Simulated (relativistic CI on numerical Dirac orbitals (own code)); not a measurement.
**Hyperfine structure of Gd27+, mass number 155**

Calculated at this level of theory: Dirac-Coulomb-Breit CI, orbitals from a KLI potential per configuration, QED by a radiative potential, unscaled Slater integrals (own radial code, finite nucleus).

Configurations in the expansion (outside the closed core [Ar] 3d10): 4s2 4p6 4d, 4s2 4p5 4d2, 4s2 4p6 4f, 4s 4p6 4d2, 4s2 4p5 4d 4f, 4s 4p6 4d 4f, 4s2 4p6 5s, 4s2 4p6 5p, 4s2 4p6 5d, 4p6 4d3, 4p5 4d4, 4p5 4d3 4f, 4s 4p6 4f2, 4s 4p5 4f3, 4p6 4f3. Double excitations out of closed p, d and f shells are left out; levels of such configurations are missing from the list, as are those of other unlisted configurations, and high levels can miss mixing partners.

Nuclear spin I = 3/2, μ = -0.2591 μN, Q = 1.27 b (tables of Stone and Pyykkö). The electronic factors are computed for point nuclear moments, without core polarisation or the Bohr-Weisskopf and QED corrections.

| Level | E (cm⁻¹) | A (MHz) | B (MHz) |
| --- | --- | --- | --- |
| 4s2 4p6 4d 2D_3/2 | 0 | -2397 | 11700 |
| 4s2 4p6 4d 2D_5/2 | 67021 | -988 | 14800 |
| 4s2 4p5 4d2 4D°_1/2 | 931513 | -515.9 |  |
| 4s2 4p5 4d2 4D°_3/2 | 935653 | -2773 | 31400 |
| 4s2 4p5 4d2 4D°_7/2 | 1007193 | -1950 | -9770 |
| 4s2 4p5 4d2 4G°_9/2 | 1008668 | -2581 | -65700 |
| 4s2 4p5 4d2 4G°_11/2 | 1029449 | -2363 | -58000 |

Levels with J = 0, under 50 % of one LS term, or S terms without an open s electron are left out. Small factors come from cancelling terms and can be off by tens of per cent or more.

At this charge energies of transitions that change n are usually good to better than 1 %, and those within a shell (Δn = 0) to a few per cent.

(1) Give the hyperfine levels of 4s2 4p6 4d 2D_3/2 relative to its centre of gravity.

## Answers

(1) With K = F(F + 1) − I(I + 1) − J(J + 1), E = AK/2 + B[¾K(K + 1) − I(I + 1)J(J + 1)]/[2I(2I − 1)J(2J − 1)]: F = 0: 23620, F = 1: 9518, F = 2: -6978, F = 3: -2469 MHz.

LS names give the leading component of a level, which can be under half, so a name can repeat, a term be missing and a line seem to break the LS rules.
